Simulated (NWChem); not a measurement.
Molecule: C₅H₃Cl; SMILES C(C#C)(=C=C)Cl

All runs: NWChem. Pople sets run with spherical d functions. Coordinates come from a PBE-D3(BJ)/def2-SVP optimisation.

For level LC-BLYP (range parameter 0.33 per bohr)/6-31G*:

| Property | Value |
|---|---|
| highest occupied level (eV) | -8.98 |
| orbital gap (eV) | 10.08 |
| dipole (D) | 2.07 |

Q: What are these values for level PBE/6-31G*?

A: The highest occupied level (eV) is -5.75 and the orbital gap (eV) is 3.72. The dipole (D) is 1.92.
